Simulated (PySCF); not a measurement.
Si(H)(OH)2(PH2) (H5O2PSi), SMILES O[SiH](P)O. Heavy atoms are numbered as in [SiH:1]([OH:2])([OH:3])[PH2:4]. Hydrogens are named by the atom that carries them.

The structure is a stationary point at PBE0-D3(BJ)/def2-SVP. Other conformers were not sampled.

Level of theory: HF/pcSseg-1 in PySCF.

GIAO shieldings, no solvent; atoms alike by connectivity are averaged. δ = σ(ref) − σ: ²⁹Si against TMS (σ = 393.8 ppm); ¹⁷O against H2O (σ = 333.0 ppm); ³¹P against PH3 (σ = 598.4 ppm); ¹H against TMS (σ = 31.99 ppm), references at their B3LYP-D3(BJ)/def2-TZVP geometries, non-relativistic.

```tsv
atoms	nucleus	count	δ (ppm)
Si1 (SiH)	²⁹Si	1	?
O2 (OH)	¹⁷O	2	51.3
P4 (PH2)	³¹P	1	-13.4
H on Si1	¹H	1	5.21
H on O2	¹H	2	?
H on P4	¹H	2	?
```

Problem. Complete the blanks. (An estimate is asked for; the answer gives what the named calculation found.)

Solution. 
- H on O2, δ (ppm): 2.46
- H on P4, δ (ppm): 1.68
- Si1 (SiH), δ (ppm): -9.2
